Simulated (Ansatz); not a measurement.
Calculated with Ansatz (gas phase, PBE0-D4/def2-TZVP geometries, no zero-point term in ΔE). CCSD(T)/CBS is the MP2 limit (def2-TZVPP, def2-QZVPP) plus CCSD(T) − MP2 in def2-TZVPP, frozen cores. This one scheme is used for every species. Functionals use def2-TZVPP. Elements past krypton have def2 core potentials. For Ge, Sn outer-core shells are correlated without core-valence functions, which leaves a few kJ/mol of doubt a bond. Scalar relativity is left out up to krypton. One conformer a species, not always the lowest.

Consider the formal exchange of groups at the Sn–C bond: `O=[CH][SnH2][GeH3]` + CH₄ → `[CH3][SnH2][GeH3]` + `C=O`.

| level | ΔE (kJ/mol) | difference from CCSD(T)/CBS |
| --- | --- | --- |
| r2SCAN-D4 | 8.4 | 13.3 |
| PBE0-D4 | 2.6 | 7.5 |
| r2SCAN0-D4 | 1.8 | 6.7 |
| B2PLYP | 1.5 | 6.4 |
| PBE-QIDH | -4.6 | 0.3 |
| r2SCAN0 | 1.8 | 6.7 |
| CAM-B3LYP | 2.2 | 7.1 |
| LC-ωPBE | -3.2 | 1.7 |
| RPA@PBE/def2-TZVPP | -6.4 | -1.5 |
| HF/CBS(def2) | -8.1 | -3.2 |
| CCSD(T)/CBS | -4.9 | 0 |

Largest T1 diagnostic among the species: 0.015.

From r2SCAN to r2SCAN0 (25 % exact exchange), in def2-TZVPP and without D4, ΔE moves by −6.7 kJ/mol. Leaving LDA and LC-ωPBE aside and taking each functional with its dispersion term where it has one, the values, not all of them listed here, spread over 17.6 kJ/mol, from PBE-QIDH to BLYP-D4.

CCSD(T)/CBS has its own doubt, a few kJ/mol and more with outer-core shells, so smaller differences from it don't rank the levels.
